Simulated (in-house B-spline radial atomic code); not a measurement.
A radial electron density 4πr²n(r) was computed for an atom or ion in its tabulated ground configuration with an all-electron radial atomic-structure program (B-spline basis); method: non-relativistic TPSSh, spin-polarised, spherical fractional occupations, exact exchange averaged over the configuration. Columns: r (bohr), 4πr²n(r) (electrons per bohr), bar.

```
 0.00227    1.044 #
  0.0027    1.439 ##
 0.00322    1.984 ##
 0.00383    2.706 ###
 0.00457    3.685 ####
 0.00544    4.956 #####
 0.00648    6.608 #######
 0.00772    8.708 #########
 0.00919     11.3 ############
  0.0109    14.35 ###############
   0.013    18.01 ###################
  0.0155    22.07 #######################
  0.0185    26.32 ############################
   0.022    30.28 ################################
  0.0262    33.61 ####################################
  0.0313    35.79 ######################################
  0.0372    36.33 ######################################
  0.0444    35.21 #####################################
  0.0528    32.93 ###################################
  0.0629    30.46 ################################
   0.075     29.2 ###############################
  0.0893    30.28 ################################
   0.106    33.75 ####################################
   0.127    38.54 #########################################
   0.151    41.66 ############################################
    0.18    40.84 ###########################################
   0.214    35.52 ######################################
   0.255    27.59 #############################
   0.304     20.9 ######################
   0.362    18.52 ####################
   0.431    20.21 #####################
   0.513    22.74 ########################
   0.612    22.56 ########################
   0.728    18.64 ####################
   0.868    12.59 #############
    1.03    7.011 #######
    1.23    3.048 ###
    1.47    1.037 #
    1.75   0.2824 
    2.08  0.05875 
    2.48 0.008399
```

Problem. Which atom or ion is it?
A. Zn7+
B. Ga6+
C. Zn6+
D. As7+

Solution. C. The area under the curve, ∫4πr²n dr = ∫r·4πr²n d(ln r) on this logarithmic grid, is 24 electrons, which only this option has. The configuration is [Ar] 3d6.
